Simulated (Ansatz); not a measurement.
A set of 12 reactions (ligand exchange), with CCSD(T)/CBS values in kJ/mol:

| reaction | ΔE |
| --- | --- |
| `N[SiH](O)F` + HCl → `N[SiH](F)Cl` + H₂O | 7.8 |
| `C[BH][GaH2]` + `C[SiH2]N` → `CBN[SiH2]C` + `[GaH3]` | -150.0 |
| `B[SiH2]OC[SiH3]` + `COB(C)O` → `COB(C)O[SiH3]` + `B[SiH2]OC` | -107.4 |
| `N[SiH2][S][AlH2]` + `CB[TeH]` → `CB[Te][AlH2]` + `N[SiH2]S` | 22.2 |
| `O[SiH2][SiH](O)F` + `[NH2][ZnH]` → `O[SiH2][NH][ZnH]` + `O[SiH2]F` | -110.7 |
| `BC1OC1=C` + `[OH][GaH2]` → `B[O][GaH2]` + `C=C1CO1` | -115.6 |
| `F[Si](F)(Cl)[GeH3]` + `O[SiH](Cl)Cl` → `Cl[SiH](Cl)[O][GeH3]` + `F[SiH](F)Cl` | -34.2 |
| `B[NH][GaH2]` + `B1N[SiH2]1` → `BN1B[SiH2]1` + `[NH2][GaH2]` | 43.8 |
| `CCBS` + CH₃SH → `CSBS` + `CC` | -82.3 |
| `OC[SiH2]CCl` + HCl → `ClC[SiH2]Cl` + CH₃OH | -114.2 |
| `C=C([SiH3])CF` + `[OH][Ga]([OH])[Cl]` → `[OH][Ga]([Cl])[O][SiH3]` + `C=CCF` | -99.2 |
| `[SiH3]C=C([SiH3])[SiH3]` + `[OH][In]([SH])[Cl]` → `[SiH3][O][In]([SH])[Cl]` + `[SiH3]/C=C/[SiH3]` | -108.3 |

Program: Ansatz. Geometries: PBE0-D4/def2-TZVP. ΔE: electronic, gas phase. CCSD(T)/CBS adds triple-zeta CCSD(T) − MP2 to the extrapolated MP2 energy (def2 sets, frozen cores). This one scheme is used for every species. Functionals use def2-TZVPP. B3LYP here is the variant with VWN-RPA as its local correlation; programs differ in this. def2 core potentials past Kr. For Ga, Ge, In, Te, Zn outer-core shells are correlated without core-valence functions, which leaves a few kJ/mol of doubt a bond. Scalar relativity is left out up to krypton. One conformer a species, not always the lowest.

Problem. Give the mean, mean absolute and largest difference (level minus CCSD(T)/CBS, kJ/mol) for: B3LYP-D4, ωB97X-V, ωB97M-V, PBE, r2SCAN, PBE0, B3LYP, HF/def2-TZVPP, MP2/def2-TZVPP, CCSD/def2-TZVPP, HF/def2-QZVPP, MP2/def2-QZVPP, MP2/CBS(def2), CCSD/CBS(def2). (Best estimate.)

Solution. Ansatz gave: 
```csv
level,mean,mean absolute,largest
B3LYP-D4,0.5,3.3,10.1
ωB97X-V,0.7,2.1,7.0
ωB97M-V,0.6,2.6,-7.8
PBE,9.4,11.0,29.1
r2SCAN,2.0,3.3,8.3
PBE0,4.7,6.0,16.6
B3LYP,-0.1,3.8,10.7
HF/def2-TZVPP,-14.4,17.0,-33.9
MP2/def2-TZVPP,-3.2,3.8,-9.9
CCSD/def2-TZVPP,-1.9,4.2,-7.5
HF/def2-QZVPP,-15.2,18.0,-35.8
MP2/def2-QZVPP,-3.3,3.4,-7.8
MP2/CBS(def2),-2.9,3.4,-6.3
CCSD/CBS(def2),-1.5,2.5,-5.5
```

The largest T1 diagnostic in the set is 0.016, for `[NH2][ZnH]` (customary mark 0.02).

CCSD(T)/CBS is a level of theory with its own doubt, and the functionals carry their triple-zeta basis error, so these figures describe this set and don't rank the functionals.
